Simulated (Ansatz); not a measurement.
Cost and result up the ladder for Mo(NH)2Cl2 (MoN2Cl2H2) (7 atoms). Charge 0, multiplicity 1. Geometry: PBE-D4/def2-SVP.

```
atom   x (Å)   y (Å)   z (Å)
 Mo1  -0.273  -0.374   0.161
  N2  -0.092   1.155   0.954
  H3   0.283   2.108   1.042
  N4   0.666  -0.369  -1.295
  H5   1.301   0.063  -1.977
 Cl6  -2.479  -0.597  -0.430
 Cl7   0.595  -1.986   1.545
```

Ansatz on 4 threads of Intel Xeon Platinum 8259CL on a shared host. Times are rough, and most runs start from the orbitals of an earlier one. No level here is sound enough to serve as a yardstick. Binding counts from free atoms at the same level (Mo septet, N quartet, H doublet, Cl doublet; other spins of the atoms weren't run), without zero-point energy or a counterpoise term.

In the def2 sets Mo takes a core potential; there is no spin–orbit coupling. B3LYP takes the VWN-RPA correlation.

Run but left out: HF/STO-3G, BHLYP-D4/def2-TZVP, PBE-QIDH/def2-TZVP (restricted singlet, unstable in another Hartree–Fock run and untested here); HF/def2-TZVP, CCSD(T)/def2-TZVP (restricted singlet, unstable towards broken spin symmetry).

```tsv
level	functions	wall time	binding energy per atom (eV)	remarks
PBE-D4/def2-SVP	105	1.5 s	3.91	restricted SCF unstable in HF
BLYP-D4/def2-TZVP	188	2.4 s	3.84	restricted SCF unstable in HF
PBE0-D4/def2-SVP	105	2.4 s	3.55	restricted SCF unstable in HF
PBE-D4/def2-TZVP	188	2.7 s	3.87	–
B3LYP-D4/def2-TZVP	188	4.4 s	3.63	restricted SCF unstable in HF
PBE0-D4/def2-TZVP (with forces)	188	5.5 s	3.53	restricted SCF unstable in HF
r2SCAN-D4/def2-TZVP	188	6 s	3.59	restricted SCF unstable in HF
r2SCAN0-D4/def2-TZVP	188	7 s	3.32	restricted SCF unstable in HF
ωB97M-V/def2-TZVP	188	11 s	3.52	restricted SCF unstable in HF
```
